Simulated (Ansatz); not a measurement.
## Nudged elastic band run: CH$_{6}$BClO

Input:

```yaml
crystal:
  periodic: [false, false, false]
  atoms:
    - { symbol: B, position_ang: [0.083392, -0.045325, 0.220339] }
    - { symbol: H, position_ang: [0.191316, -0.651493, 1.247426] }
    - { symbol: C, position_ang: [1.31279, 0.063158, -0.773267] }
    - { symbol: H, position_ang: [1.520432, -0.924395, -1.203106] }
    - { symbol: H, position_ang: [1.137445, 0.740566, -1.620763] }
    - { symbol: H, position_ang: [2.225123, 0.38748, -0.256925] }
    - { symbol: Cl, position_ang: [-1.575905, -0.372841, -0.595337] }
    - { symbol: O, position_ang: [-0.147476, 1.55157, 0.820421] }
    - { symbol: H, position_ang: [-0.376339, 2.108138, 0.051595] }
    - { symbol: H, position_ang: [-0.956379, 1.519342, 1.365216] }
basis:
  gaussian: { orbitals: "6-31G*" }
hamiltonian:
  xc: b3lyp
neb:
  order_check: false
  images: 7
  f_tol: 0.05
  max_iterations: 35
  final_atoms:
    - { symbol: B, position_ang: [-0.05524401, 0.51972325, -0.86214159] }
    - { symbol: H, position_ang: [-0.1247806, 0.58485523, 3.61252676] }
    - { symbol: C, position_ang: [1.39776363, 0.03247336, -1.17476417] }
    - { symbol: H, position_ang: [1.43013806, -1.06214977, -1.24929957] }
    - { symbol: H, position_ang: [1.73841694, 0.41414675, -2.14523394] }
    - { symbol: H, position_ang: [2.10688045, 0.34954112, -0.4038949] }
    - { symbol: Cl, position_ang: [-1.401911, 0.16476497, -2.01143549] }
    - { symbol: O, position_ang: [-0.34116152, 1.2102388, 0.26559115] }
    - { symbol: H, position_ang: [-1.27908961, 1.44700573, 0.34045511] }
    - { symbol: H, position_ang: [-0.05661332, 0.71560055, 2.88379564] }
  initial_path:
    images:
      - { positions_ang: [[0.083392, -0.045325, 0.220339], [0.191316, -0.651493, 1.247426], [1.31279, 0.063158, -0.773267], [1.520432, -0.924395, -1.203106], [1.137445, 0.740566, -1.620763], [2.225123, 0.38748, -0.256925], [-1.575905, -0.372841, -0.595337], [-0.147476, 1.55157, 0.820421], [-0.376339, 2.108138, 0.051595], [-0.956379, 1.519342, 1.365216]] }
      - { positions_ang: [[0.05950397, -0.03188197, 0.16324903], [0.14145023, -0.49454298, 1.31847912], [1.32728891, 0.04378531, -0.78301974], [1.55780824, -0.95972584, -1.1536402], [1.16465838, 0.68483393, -1.6601885], [2.20808589, 0.41289864, -0.24566525], [-1.58810911, -0.26119367, -0.67966786], [-0.15526713, 1.56639862, 0.75661146], [-0.55942821, 2.06790378, 0.12884129], [-0.74159217, 1.34772417, 1.41059964]] }
      - { positions_ang: [[0.03561594, -0.01843895, 0.10615906], [0.09158446, -0.33759296, 1.38953224], [1.34178782, 0.02441262, -0.79277249], [1.59518447, -0.99505669, -1.10417439], [1.19187176, 0.62910187, -1.69961399], [2.19104878, 0.43831728, -0.2344055], [-1.60031322, -0.14954634, -0.76399872], [-0.16305826, 1.58122725, 0.69280193], [-0.74251742, 2.02766957, 0.20608759], [-0.52680534, 1.17610635, 1.45598329]] }
      - { positions_ang: [[0.01172792, -0.00499592, 0.04906909], [0.04171869, -0.18064295, 1.46058535], [1.35628673, 0.00503993, -0.80252523], [1.63256071, -1.03038753, -1.05470859], [1.21908514, 0.5733698, -1.73903949], [2.17401167, 0.46373592, -0.22314576], [-1.61251733, -0.037899, -0.84832958], [-0.17084938, 1.59605587, 0.62899239], [-0.92560663, 1.98743535, 0.28333388], [-0.31201852, 1.00448852, 1.50136693]] }
      - { positions_ang: [[-0.01216011, 0.00844711, -0.00802088], [-0.00814708, -0.02369293, 1.53163847], [1.37078565, -0.01433276, -0.81227797], [1.66993694, -1.06571838, -1.00524278], [1.24629852, 0.51763774, -1.77846499], [2.15697456, 0.48915457, -0.21188601], [-1.62472145, 0.07374833, -0.93266045], [-0.17864051, 1.61088449, 0.56518286], [-1.10869584, 1.94720113, 0.36058018], [-0.09723169, 0.8328707, 1.54675057]] }
      - { positions_ang: [[-0.02293109, 0.13626614, -0.22155106], [-0.03730546, 0.12844411, 2.05186054], [1.37753014, -0.00263123, -0.90289952], [1.60998722, -1.06482623, -1.06625698], [1.36932812, 0.49176499, -1.87015723], [2.14445103, 0.4542512, -0.25988823], [-1.56901883, 0.09650249, -1.20235421], [-0.21927076, 1.51072307, 0.49028493], [-1.15129428, 1.82215228, 0.35554891], [-0.0870771, 0.80355316, 1.88101184]] }
      - { positions_ang: [[-0.03370206, 0.26408518, -0.43508123], [-0.06646384, 0.28058115, 2.57208261], [1.38427464, 0.0090703, -0.99352107], [1.5500375, -1.06393407, -1.12727117], [1.49235773, 0.46589224, -1.96184946], [2.13192751, 0.41934784, -0.30789045], [-1.51331622, 0.11925665, -1.47204797], [-0.25990102, 1.41056165, 0.415387], [-1.19389273, 1.69710343, 0.35051764], [-0.0769225, 0.77423563, 2.21527311]] }
      - { positions_ang: [[-0.04447304, 0.39190422, -0.64861141], [-0.09562222, 0.43271819, 3.09230468], [1.39101913, 0.02077183, -1.08414262], [1.49008778, -1.06304192, -1.18828537], [1.61538733, 0.4400195, -2.0535417], [2.11940398, 0.38444448, -0.35589268], [-1.45761361, 0.14201081, -1.74174173], [-0.30053127, 1.31040022, 0.34048908], [-1.23649117, 1.57205458, 0.34548637], [-0.06676791, 0.74491809, 2.54953438]] }
      - { positions_ang: [[-0.05524401, 0.51972325, -0.86214159], [-0.1247806, 0.58485523, 3.61252676], [1.39776363, 0.03247336, -1.17476417], [1.43013806, -1.06214977, -1.24929957], [1.73841694, 0.41414675, -2.14523394], [2.10688045, 0.34954112, -0.4038949], [-1.401911, 0.16476497, -2.01143549], [-0.34116152, 1.2102388, 0.26559115], [-1.27908961, 1.44700573, 0.34045511], [-0.05661332, 0.71560055, 2.88379564]] }
```

Command:

```bash
$ ansatz run input.yaml --threads 1 --pin off --max-ram 2048MiB --backend cpu --events-out ev --progress --plain --runs-dir out
```

Output, in part (warnings, iteration lines, the closing report on the highest movable image, with atoms numbered from 0):

```
NEB end point (image 0): max|allowed force component| = 1.464e-2 eV/Å (the criterion of neb.relax_end_points is 1.000e-2)
NEB end point (image 8): max|allowed force component| = 8.137e-3 eV/Å (the criterion of neb.relax_end_points is 1.000e-2)
NEB iter   1: max|band force component| = 6.647e0 eV/Å  barrier→ = 2.8937 eV  barrier← = 3.9344 eV  Δτ_max = 0.2000 Å  (227 SCF iters)
NEB iter   2: max|band force component| = 4.247e0 eV/Å  barrier→ = 2.0781 eV  barrier← = 3.1188 eV  Δτ_max = 0.1994 Å  (196 SCF iters)
NEB iter   3: max|band force component| = 1.950e0 eV/Å  barrier→ = 1.4123 eV  barrier← = 2.4530 eV  Δτ_max = 0.2000 Å  (192 SCF iters)
NEB iter   4: max|band force component| = 3.418e0 eV/Å  barrier→ = 1.1404 eV  barrier← = 2.1811 eV  Δτ_max = 0.0999 Å  (194 SCF iters)
NEB iter   5: max|band force component| = 2.991e0 eV/Å  barrier→ = 1.2543 eV  barrier← = 2.2951 eV  Δτ_max = 0.1010 Å  (194 SCF iters)
NEB iter   6: max|band force component| = 1.348e0 eV/Å  barrier→ = 1.3817 eV  barrier← = 2.4225 eV  Δτ_max = 0.2000 Å  (193 SCF iters)
NEB iter   7: max|band force component| = 2.044e0 eV/Å  barrier→ = 1.6054 eV  barrier← = 2.6461 eV  Δτ_max = 0.0992 Å  (186 SCF iters)
NEB iter   8: max|band force component| = 2.188e0 eV/Å  barrier→ = 1.2791 eV  barrier← = 2.3198 eV  Δτ_max = 0.0506 Å  (185 SCF iters)
NEB iter   9: max|band force component| = 1.820e0 eV/Å  barrier→ = 1.0994 eV  barrier← = 2.1401 eV  Δτ_max = 0.1024 Å  (171 SCF iters)
NEB iter  10: max|band force component| = 1.442e0 eV/Å  barrier→ = 0.7563 eV  barrier← = 1.7970 eV  Δτ_max = 0.1218 Å  (195 SCF iters)
NEB iter  11: max|band force component| = 1.903e0 eV/Å  barrier→ = 0.4927 eV  barrier← = 1.5334 eV  Δτ_max = 0.0600 Å  (194 SCF iters)
NEB iter  12: max|band force component| = 1.348e0 eV/Å  barrier→ = 0.4565 eV  barrier← = 1.4972 eV  Δτ_max = 0.0604 Å  (186 SCF iters)
NEB iter  13: max|band force component| = 1.181e0 eV/Å  barrier→ = 0.4183 eV  barrier← = 1.4591 eV  CI = image 2  Δτ_max = 0.1189 Å  (185 SCF iters)
NEB iter  14: max|band force component| = 1.736e0 eV/Å  barrier→ = 0.5843 eV  barrier← = 1.6250 eV  CI = image 2  Δτ_max = 0.2000 Å  (188 SCF iters)
NEB iter  15: max|band force component| = 1.607e0 eV/Å  barrier→ = 0.9921 eV  barrier← = 2.0328 eV  CI = image 2  Δτ_max = 0.2000 Å  (187 SCF iters)
NEB iter  16: max|band force component| = 1.311e0 eV/Å  barrier→ = 1.1102 eV  barrier← = 2.1510 eV  CI = image 2  Δτ_max = 0.1985 Å  (183 SCF iters)
NEB iter  17: max|band force component| = 1.249e0 eV/Å  barrier→ = 1.3262 eV  barrier← = 2.3669 eV  CI = image 2  Δτ_max = 0.1929 Å  (179 SCF iters)
NEB iter  18: max|band force component| = 6.947e-1 eV/Å  barrier→ = 1.2361 eV  barrier← = 2.2768 eV  CI = image 2  Δτ_max = 0.1665 Å  (187 SCF iters)
NEB iter  19: max|band force component| = 6.092e-1 eV/Å  barrier→ = 1.2022 eV  barrier← = 2.2429 eV  CI = image 2  Δτ_max = 0.1308 Å  (189 SCF iters)
NEB iter  20: max|band force component| = 1.278e-1 eV/Å  barrier→ = 1.1944 eV  barrier← = 2.2351 eV  CI = image 2  Δτ_max = 0.0086 Å  (189 SCF iters)
NEB iter  21: max|band force component| = 6.577e-2 eV/Å  barrier→ = 1.1935 eV  barrier← = 2.2343 eV  CI = image 2  Δτ_max = 0.0204 Å  (153 SCF iters)
NEB iter  22: max|band force component| = 3.392e-2 eV/Å  barrier→ = 1.1931 eV  barrier← = 2.2338 eV  CI = image 2  Δτ_max = 0.0000 Å  (341 SCF iters)
Total energy: -16380.93695093 eV, -601.9883295490 hartree
Atom 0 at    -0.019563     0.303171    -0.007837 Å, force    -0.013477     0.009927     0.006883 eV/Å
Atom 1 at     0.010456    -0.230343     1.240431 Å, force     0.002058     0.005902    -0.004840 eV/Å
Atom 2 at     1.348287     0.042825    -0.739402 Å, force    -0.003876     0.002206     0.005812 eV/Å
Atom 3 at     1.503486    -1.019833    -0.955201 Å, force     0.000969     0.000601     0.002731 eV/Å
Atom 4 at     1.356026     0.581308    -1.696141 Å, force     0.000689    -0.005574    -0.001028 eV/Å
Atom 5 at     2.201252     0.401205    -0.150987 Å, force    -0.001384     0.002689    -0.000702 eV/Å
Atom 6 at    -1.577892    -0.289959    -0.765354 Å, force     0.007990     0.002975     0.002182 eV/Å
Atom 7 at    -0.173351     1.772105     0.533942 Å, force     0.002157     0.001380    -0.007614 eV/Å
Atom 8 at    -1.108053     2.036510     0.462622 Å, force    -0.000937     0.001481     0.001154 eV/Å
Atom 9 at    -0.126250     0.779211     1.333526 Å, force     0.005812    -0.021587    -0.004578 eV/Å
Dipole moment:     0.033026     0.220464     0.334574 e Å
```

It converged. Neighbouring images differ by up to 1.6 eV, so the band resolves the path poorly. A vibrational analysis at the climbing image gives one clearly imaginary mode, 1460i cm⁻¹: a first-order saddle point. The orbitals stay closed-shell, which can raise the energy where a bond breaks towards radicals; this wasn't checked here.

Final band (atoms are numbered from 1 in the order of the input):

```csv
image,path coordinate (Å),energy (eV),B1–H2 (Å),O8–H10 (Å),H2–H10 (Å)
0,0.00,0.00,1.20,0.98,2.46
1,1.02,0.04,1.20,0.97,2.17
2,2.04,1.19,1.36,1.28,1.02
3,2.81,-0.41,2.06,1.97,0.75
4,3.58,-0.93,2.76,2.53,0.74
5,4.36,-1.01,3.39,2.78,0.74
6,5.13,-1.03,3.89,2.75,0.74
7,5.90,-1.04,4.23,2.71,0.74
8,6.67,-1.04,4.48,2.68,0.74
```

Run time: 10 min on 1 thread of Intel(R) Xeon(R) Platinum 8259CL CPU @ 2.50GHz (Skylake/Cascade Lake), on a shared host, peak memory 0.17 GiB.
